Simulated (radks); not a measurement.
All-electron atom: Ca+ in [Ar] 4s1. All-electron calculation, scalar-relativistic Kohn-Sham, PBE, spin-unpolarised, spherical densities, point nucleus. Program: a radial shooting solver on a logarithmic mesh with Libxc functionals.

Normalised radial functions P(r) = r R(r), r in bohr:

| r | 2s | 3p | 4s |
|---|---|---|---|
| 0.006425 | 0.2930 | 0.0035 | 0.0329 |
| 0.009585 | 0.4075 | 0.0074 | 0.0458 |
| 0.01441 | 0.5505 | 0.0158 | 0.0618 |
| 0.0215 | 0.6999 | 0.0325 | 0.0784 |
| 0.03208 | 0.8134 | 0.0647 | 0.0907 |
| 0.04786 | 0.8047 | 0.1228 | 0.0887 |
| 0.07197 | 0.5428 | 0.2187 | 0.0570 |
| 0.1074 | -0.0559 | 0.3446 | -0.0134 |
| 0.1602 | -0.9046 | 0.4572 | -0.1081 |
| 0.2389 | -1.6077 | 0.4488 | -0.1651 |
| 0.3593 | -1.6543 | 0.1797 | -0.0928 |
| 0.5361 | -1.0229 | -0.3381 | 0.1137 |
| 0.7997 | -0.3429 | -0.8341 | 0.2765 |
| 1.193 | -0.0506 | -0.9272 | 0.1516 |
| 1.794 | -0.0022 | -0.5824 | -0.2480 |
| 2.676 | 0.0000 | -0.2056 | -0.5615 |
| 3.993 | 0.0000 | -0.0351 | -0.5239 |
| 5.957 | 0.0000 | -0.0021 | -0.2345 |
| 8.958 | 0.0000 | 0.0000 | -0.0399 |

2s: eigenvalue -421.38 eV, 1 radial node at r = 0.104 bohr, <r> = 0.364 bohr, 90 % of the charge inside 0.567 bohr. 3p: eigenvalue -34.882 eV, 1 radial node at r = 0.420 bohr, <r> = 1.27 bohr, 90 % of the charge inside 1.96 bohr. 4s: eigenvalue -8.966 eV, 3 radial nodes at r = 0.101, 0.439, 1.42 bohr, <r> = 3.60 bohr, 90 % of the charge inside 5.30 bohr.
